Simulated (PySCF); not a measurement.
How the method changes the constants of ZnBr⁺

State: ¹Σ⁺ (singlet), closed shell. Set-up: basis Zn pcseg-1, Br pcseg-1; no relativity; PySCF 2.14. De refers to Zn⁺ + Br in their high-spin ground configurations, without counterpoise correction. A positive dipole points towards Br; it is taken about the centre of mass and depends on that origin.

```json
{"Level": "RHF", "Re (Å)": "2.217", "ωe (cm⁻¹)": "354", "De (eV)": "1.18", "μ (D)": "-8.81", "CPU s a point (SCF and correlation, without the integrals)": "0.1"}
{"Level": "RHF-MP2", "Re (Å)": "2.190", "ωe (cm⁻¹)": "367", "De (eV)": "2.37", "μ (D)": "n/a", "CPU s a point (SCF and correlation, without the integrals)": "0.17"}
{"Level": "RHF-SCS-MP2", "Re (Å)": "2.199", "ωe (cm⁻¹)": "359", "De (eV)": "2.26", "μ (D)": "n/a", "CPU s a point (SCF and correlation, without the integrals)": "n/a"}
{"Level": "RHF-CCSD", "Re (Å)": "2.205", "ωe (cm⁻¹)": "354", "De (eV)": "2.23", "μ (D)": "n/a", "CPU s a point (SCF and correlation, without the integrals)": "n/a"}
{"Level": "RHF-CCSD(T)", "Re (Å)": "2.206", "ωe (cm⁻¹)": "352", "De (eV)": "2.33", "μ (D)": "n/a", "CPU s a point (SCF and correlation, without the integrals)": "2.8"}
{"Level": "PBE", "Re (Å)": "2.216", "ωe (cm⁻¹)": "327", "De (eV)": "2.59", "μ (D)": "-6.32", "CPU s a point (SCF and correlation, without the integrals)": "0.78"}
{"Level": "PBEsol", "Re (Å)": "2.192", "ωe (cm⁻¹)": "341", "De (eV)": "2.81", "μ (D)": "-6.29", "CPU s a point (SCF and correlation, without the integrals)": "0.62"}
{"Level": "r²SCAN", "Re (Å)": "2.191", "ωe (cm⁻¹)": "347", "De (eV)": "2.51", "μ (D)": "-6.83", "CPU s a point (SCF and correlation, without the integrals)": "0.91"}
{"Level": "PBE0", "Re (Å)": "2.199", "ωe (cm⁻¹)": "344", "De (eV)": "2.38", "μ (D)": "-7.02", "CPU s a point (SCF and correlation, without the integrals)": "1.4"}
{"Level": "B97-3", "Re (Å)": "2.218", "ωe (cm⁻¹)": "334", "De (eV)": "2.33", "μ (D)": "-7.04", "CPU s a point (SCF and correlation, without the integrals)": "0.64"}
{"Level": "CAM-B3LYP", "Re (Å)": "2.196", "ωe (cm⁻¹)": "347", "De (eV)": "2.23", "μ (D)": "-6.95", "CPU s a point (SCF and correlation, without the integrals)": "1.6"}
{"Level": "B2PLYP", "Re (Å)": "2.208", "ωe (cm⁻¹)": "342", "De (eV)": "2.30", "μ (D)": "-7.52", "CPU s a point (SCF and correlation, without the integrals)": "0.75"}
```

The bond length runs from 2.190 Å (RHF-MP2) to 2.218 Å (B97-3). De spans 1.18 eV (RHF, mean field) to 2.81 eV (PBEsol, GGA). Correlation at CCSD(T) changes the Hartree–Fock bond energy by +1.15 eV; the triples alone change it by +0.10 eV.

Correlated steps freeze 14 core orbitals. Correlated levels converge slowly with the basis: in double zeta they bind strong bonds too weakly, by up to about 1 eV, and carry superposition errors of some tenths. For an ion De counts to the pair picked by the measured ionisation energies or electron affinities, which need not be the lowest pair at this level. Where the molecule has an RHF reference, its open-shell atoms are computed with UHF. B2PLYP dipoles, levels and charges come from its SCF part alone.

The whole job (state search and all levels along the bond) took about 2.5 min on 1 thread of Intel Xeon Platinum 8488C (shared host), peak memory 0.76 GiB.
